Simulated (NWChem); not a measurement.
System: BH2S2Cl; SMILES SB(S)Cl

NWChem input:

```
start job
memory heap 200 mb stack 900 mb global 1100 mb
geometry units angstroms
  B      0.020864     0.010292    -0.000472
  Cl    -1.524025    -0.751295     0.047313
  S      0.143005     1.624060    -0.806311
  H      1.444454     1.844211    -0.629231
  S      1.414890    -0.855642     0.757706
  H      2.371028     0.037740     0.510193
end
basis spherical
  * library def2-svp
end
dft
  xc pbe0
  iterations 150
end
driver
  maxiter 120
end
task dft optimize
task dft freq
```

Excerpt of the output:

```
             Northwest Computational Chemistry Package (NWChem) 7.3.0
             --------------------------------------------------------

 CS  symmetry detected

                             Geometry "geometry" -> ""
                             -------------------------

 Output coordinates in angstroms (scale by  1.889725989 to convert to a.u.)

  No.       Tag          Charge          X              Y              Z
 ---- ---------------- ---------- -------------- -------------- --------------
    1 B                    5.0000    -0.03530557    -0.00009019     0.00000000
    2 Cl                  17.0000    -1.75836627     0.00638777     0.00000000
    3 S                   16.0000     0.81583019     1.59493644     0.00000000
    4 H                    1.0000     2.07345173     1.15677968     0.00000000
    5 S                   16.0000     0.80478823    -1.60078581     0.00000000
    6 H                    1.0000     2.06540811    -1.17133097     0.00000000

 Effective nuclear repulsion energy (a.u.)     235.7082353279

      Symmetry information
      --------------------

 Group name             Cs
 Group number              2
 Group order               2
 No. of unique centers     6

                                Z-matrix (autoz)
                                --------

 Units are Angstrom for bonds and degrees for angles

      Type          Name      I     J     K     L     M      Value
      ----------- --------  ----- ----- ----- ----- ----- ----------
    1 Stretch                  1     2                       1.72307
    2 Stretch                  1     3                       1.80791
    3 Stretch                  1     5                       1.80776
    4 Stretch                  3     4                       1.33176
    5 Stretch                  5     6                       1.33176
    6 Bend                     1     3     4                98.87681
    7 Bend                     1     5     6                98.87944
    8 Bend                     2     1     3               117.86980
    9 Bend                     2     1     5               117.90726
   10 Bend                     3     1     5               124.22294
   11 Torsion                  2     1     3     4         180.00000
   12 Torsion                  2     1     5     6         180.00000
   13 Torsion                  3     1     5     6           0.00000
   14 Torsion                  4     3     1     5           0.00000

                           NWChem Geometry Optimization
                           ----------------------------

 maximum gradient threshold         (gmax) =   0.000450
 rms gradient threshold             (grms) =   0.000300
 maximum cartesian step threshold   (xmax) =   0.001800
 rms cartesian step threshold       (xrms) =   0.001200
 fixed trust radius                (trust) =   0.300000
 source of zmatrix                         =   autoz

          -------------------
          Energy Minimization
          -------------------

 Using diagonal initial Hessian
 Scaling for Hessian diagonals: bonds = 1.00  angles = 0.25  torsions = 0.10

          --------
          Step   0

                                 NWChem DFT Module
                                 -----------------

 Summary of "ao basis" -> "ao basis" (spherical)
 ------------------------------------------------------------------------------
       Tag                 Description            Shells   Functions and Types
 ---------------- ------------------------------  ------  ---------------------
 B                          def2-svp                 6       14   3s2p1d
 Cl                         def2-svp                 8       18   4s3p1d
 S                          def2-svp                 8       18   4s3p1d
 H                          def2-svp                 3        5   2s1p

      Symmetry analysis of basis
      --------------------------

        a'         57
        a"         21

            General Information
            -------------------
          SCF calculation type: DFT
          Wavefunction type:  closed shell.
          No. of atoms     :     6
          No. of electrons :    56
           Alpha electrons :    28
            Beta electrons :    28
          Charge           :     0
          Spin multiplicity:     1
          Use of symmetry is: on ; symmetry adaption is: on
          Maximum number of iterations: 150
          AO basis - number of functions:    78
                     number of shells:    36
          Convergence on energy requested:  1.00D-06
          Convergence on density requested:  1.00D-05
          Convergence on gradient requested:  5.00D-04

              XC Information
              --------------
                         PBE0 Method XC Functional
                     Hartree-Fock (Exact) Exchange  0.250
          PerdewBurkeErnzerhof Exchange Functional  0.750
            Perdew 1991 LDA Correlation Functional  1.000 local
           PerdewBurkeErnz. Correlation Functional  1.000 non-local

             Grid Information
             ----------------
          Grid used for XC integration:  medium
          Radial quadrature: Mura-Knowles
          Angular quadrature: Lebedev.
          Tag              B.-S. Rad. Rad. Pts. Rad. Cut. Ang. Pts.
          ---              ---------- --------- --------- ---------
          B                   0.85       49           8.0       434
          Cl                  1.00       88          11.0       590
          S                   1.00       88           9.0       590
          H                   0.35       45          10.0       434
          Grid pruning is: on
          Number of quadrature shells:   403
          Spatial weights used:  Erf1

      Superposition of Atomic Density Guess
      -------------------------------------

 Sum of atomic energies:       -1279.52070878

      Non-variational initial energy
      ------------------------------

 Total energy =   -1280.883942
 1-e energy   =   -2236.819263
 2-e energy   =     720.227085
 HOMO         =      -0.312019
 LUMO         =       0.059505

      Symmetry analysis of molecular orbitals - initial
      -------------------------------------------------

  Numbering of irreducible representations:

     1 a'          2 a"

  Orbital symmetries:

     1 a'          2 a'          3 a'          4 a'          5 a'
     6 a'          7 a'          8 a'          9 a"         10 a'
    11 a'         12 a'         13 a'         14 a'         15 a"
    16 a"         17 a'         18 a'         19 a'         20 a'
    21 a'         22 a'         23 a'         24 a"         25 a'
    26 a"         27 a'         28 a"         29 a"         30 a'
    31 a'         32 a'         33 a'         34 a'         35 a'
    36 a'         37 a'         38 a"

   convergence    iter        energy       DeltaE   RMS-Dens  Diis-err
 ---------------- ----- ----------------- --------- --------- ---------
 d= 0,ls=0.0,diis     1  -1281.7951384420 -1.52D+03  1.32D-02  4.89D-01
 d= 0,ls=0.0,diis     2  -1281.7900652312  5.07D-03  8.37D-03  5.00D-01
 d= 0,ls=0.0,diis     3  -1281.8585364166 -6.85D-02  2.06D-03  3.17D-02
 d= 0,ls=0.0,diis     4  -1281.8630633559 -4.53D-03  6.02D-04  2.41D-03
 d= 0,ls=0.0,diis     5  -1281.8634780301 -4.15D-04  1.08D-04  4.20D-05
  Resetting Diis
 d= 0,ls=0.0,diis     6  -1281.8634834208 -5.39D-06  2.92D-05  3.52D-06
 d= 0,ls=0.0,diis     7  -1281.8634838939 -4.73D-07  1.28D-05  2.02D-07
 d= 0,ls=0.0,diis     8  -1281.8634838955 -1.59D-09  6.45D-06  2.03D-07

         Total DFT energy =    -1281.863483895535
      One electron energy =    -2238.770720047677
           Coulomb energy =      805.210263023063
    Exchange-Corr. energy =      -84.011262198863
 Nuclear repulsion energy =      235.708235327942

 Numeric. integr. density =       56.000012990623

                  Occupations of the irreducible representations
                  ----------------------------------------------

                     irrep           alpha         beta
                     --------     --------     --------
                     a'               22.0         22.0
                     a"                6.0          6.0

                       DFT Final Molecular Orbital Analysis
                       ------------------------------------

[...]

      ----------------------
      Optimization converged
      ----------------------

  Step       Energy      Delta E   Gmax     Grms     Xrms     Xmax
  ---- ---------------- -------- -------- -------- -------- --------
@    4   -1281.86476218 -5.9D-07  0.00003  0.00001  0.00044  0.00118
                                     ok       ok       ok       ok

                                Z-matrix (autoz)
                                --------

 Units are Angstrom for bonds and degrees for angles

      Type          Name      I     J     K     L     M      Value     Gradient
      ----------- --------  ----- ----- ----- ----- ----- ---------- ----------
    1 Stretch                  1     2                       1.76188    0.00003
    2 Stretch                  1     3                       1.80070    0.00001
    3 Stretch                  1     5                       1.80070    0.00001
    4 Stretch                  3     4                       1.35006   -0.00003
    5 Stretch                  5     6                       1.35006   -0.00003
    6 Bend                     1     3     4                98.09864    0.00000
    7 Bend                     1     5     6                98.10022    0.00000
    8 Bend                     2     1     3               116.00279    0.00001
    9 Bend                     2     1     5               116.00217    0.00001
   10 Bend                     3     1     5               127.99504   -0.00001
   11 Torsion                  2     1     3     4         180.00000    0.00000
   12 Torsion                  2     1     5     6         180.00000    0.00000
   13 Torsion                  3     1     5     6           0.00000    0.00000
   14 Torsion                  4     3     1     5           0.00000    0.00000

                         Geometry "geometry" -> "geometry"
                         ---------------------------------

 Output coordinates in angstroms (scale by  1.889725989 to convert to a.u.)

  No.       Tag          Charge          X              Y              Z
 ---- ---------------- ---------- -------------- -------------- --------------
    1 B                    5.0000     0.00009390    -0.00002296     0.00000000
    2 Cl                  17.0000    -1.76177900     0.00615092     0.00000000
    3 S                   16.0000     0.79521292     1.61561871     0.00000000
    4 H                    1.0000     2.07842871     1.19607723     0.00000000
    5 S                   16.0000     0.78385416    -1.62120810     0.00000000
    6 H                    1.0000     2.06999573    -1.21071888     0.00000000

 Effective nuclear repulsion energy (a.u.)     234.5872327430

      Symmetry information
      --------------------

 Group name             Cs
 Group number              2
 Group order               2
 No. of unique centers     6

                Final and change from initial internal coordinates
                --------------------------------------------------

                                Z-matrix (autoz)
                                --------

 Units are Angstrom for bonds and degrees for angles

      Type          Name      I     J     K     L     M      Value       Change
      ----------- --------  ----- ----- ----- ----- ----- ---------- ----------
    1 Stretch                  1     2                       1.76188    0.03881
    2 Stretch                  1     3                       1.80070   -0.00721
    3 Stretch                  1     5                       1.80070   -0.00706
    4 Stretch                  3     4                       1.35006    0.01830
    5 Stretch                  5     6                       1.35006    0.01830
    6 Bend                     1     3     4                98.09864   -0.77817
    7 Bend                     1     5     6                98.10022   -0.77922
    8 Bend                     2     1     3               116.00279   -1.86701
    9 Bend                     2     1     5               116.00217   -1.90509
   10 Bend                     3     1     5               127.99504    3.77211
   11 Torsion                  2     1     3     4         180.00000    0.00000
   12 Torsion                  2     1     5     6         180.00000    0.00000
   13 Torsion                  3     1     5     6           0.00000    0.00000
   14 Torsion                  4     3     1     5           0.00000    0.00000

[...]

 Rotational Constants
 --------------------
 A=   0.107619 cm-1  (  0.154837 K)
 B=   0.098926 cm-1  (  0.142330 K)
 C=   0.051545 cm-1  (  0.074160 K)

 Temperature                      =   298.15K
 frequency scaling parameter      =   1.0000

 Zero-Point correction to Energy  =   15.847 kcal/mol  (  0.025254 au)
 Thermal correction to Energy     =   19.224 kcal/mol  (  0.030636 au)
 Thermal correction to Enthalpy   =   19.816 kcal/mol  (  0.031579 au)

 Total Entropy                    =   75.959 cal/mol-K
   - Translational                =   40.036 cal/mol-K (mol. weight = 111.9380)
   - Rotational                   =   27.465 cal/mol-K (symmetry #  =        1)
   - Vibrational                  =    8.458 cal/mol-K

 Cv (constant volume heat capacity) =   17.530 cal/mol-K
   - Translational                  =    2.979 cal/mol-K
   - Rotational                     =    2.979 cal/mol-K
   - Vibrational                    =   11.572 cal/mol-K

[normal modes left out]

 ----------------------------------------------------------------------------
 Normal Eigenvalue ||           Projected Infra Red Intensities
  Mode   [cm**-1]  || [atomic units] [(debye/angs)**2] [(KM/mol)] [arbitrary]
 ------ ---------- || -------------- ----------------- ---------- -----------
    1       -0.000 ||    0.000528           0.012         0.515       0.183
    2       -0.000 ||    0.000244           0.006         0.238       0.085
    3       -0.000 ||    0.000285           0.007         0.278       0.099
    4       -0.000 ||    0.000173           0.004         0.169       0.060
    5       -0.000 ||    0.001079           0.025         1.052       0.374
    6        0.000 ||    0.000069           0.002         0.067       0.024
    7      225.600 ||    0.000051           0.001         0.050       0.018
    8      234.047 ||    0.002608           0.060         2.543       0.904
    9      297.654 ||    0.000000           0.000         0.000       0.000
   10      378.219 ||    0.031665           0.731        30.868      10.975
   11      433.331 ||    0.003493           0.081         3.405       1.211
   12      458.614 ||    0.000361           0.008         0.351       0.125
   13      787.940 ||    0.012234           0.282        11.926       4.240
   14      788.540 ||    0.128510           2.965       125.278      44.542
   15     1010.466 ||    0.124819           2.880       121.680      43.263
   16     1031.643 ||    0.210231           4.850       204.944      72.868
   17     2718.373 ||    0.000119           0.003         0.116       0.041
   18     2725.886 ||    0.002852           0.066         2.780       0.989
 ----------------------------------------------------------------------------
```

Level: PBE0/def2-SVP. The printed entropy takes a lower symmetry number than the molecule has.
